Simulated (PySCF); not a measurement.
**How the method changes the constants of HgB⁺**

State: ¹Σ⁺ (singlet), closed shell. Set-up: PySCF, scalar-relativistic core potentials, basis sets Hg cc-pVDZ-PP with ECP60, B cc-pVDZ. De refers to Hg + B⁺ in their ground configurations, without counterpoise correction. A positive dipole points towards B; it is taken about the centre of mass and depends on that origin.

```csv
Level,Re (Å),ωe (cm⁻¹),De (eV),μ (D),"CPU s a point (SCF and correlation, without the integrals)"
RHF,2.571,255,0.96,4.19,0.098
RHF-MP2,2.349,289,1.11,n/a,0.15
RHF-SCS-MP2,2.390,279,1.06,n/a,n/a
RHF-CCSD,2.419,282,1.03,n/a,n/a
RHF-CCSD(T),2.386,294,1.13,n/a,3.7
LDA,2.253,349,1.98,3.59,0.38
PBE,2.342,311,1.80,3.76,0.64
BLYP,2.393,282,1.61,4.08,0.51
r²SCAN,2.333,318,1.74,3.64,0.83
B3LYP,2.405,287,1.51,4.00,0.83
PBE0,2.372,309,1.63,3.70,1.4
```

(1) Which functional lies closest to RHF-CCSD(T) in De, which farthest, and by how much do they differ from it?

(2) What does a quarter of exact exchange do here, going from PBE to PBE0?

(3) What does the three-parameter hybrid form, with a fifth of exact exchange, do here, going from BLYP to B3LYP?

Correlated steps freeze 1 core orbital. Correlated levels converge slowly with the basis: in double zeta they bind strong bonds too weakly, by up to about 1 eV, and carry superposition errors of some tenths. Spin–orbit coupling is left out. For an ion De counts to the pair picked by the measured ionisation energies or electron affinities, which need not be the lowest pair at this level.

The whole job (state search and all levels along the bond) took about 1.9 min on 1 thread of Oxide Virtual Turin-like (shared host), peak memory 0.62 GiB.

Answers

(1) Closest is B3LYP (+1.9 pm in Re, -2.4 % in ωe, +0.38 eV in De against RHF-CCSD(T) in the same basis), farthest LDA (-13.3 pm in Re, +18.7 % in ωe, +0.85 eV in De). CCSD(T) converges more slowly with the basis than the functionals do and binds too weakly in this one, so the order can change at the basis-set limit.

(2) PBE0 less PBE: +3.0 pm in Re, -0.6 % in ωe, -0.17 eV in De. Exact exchange removes part of the self-interaction that spreads semilocal densities, and in most molecules shortens and stiffens the bond and lowers De; here Re and ωe go the other way.

(3) B3LYP less BLYP: +1.2 pm in Re, +1.8 % in ωe, -0.10 eV in De. Exact exchange removes part of the self-interaction that spreads semilocal densities, and in most molecules shortens and stiffens the bond and lowers De; here Re goes the other way.
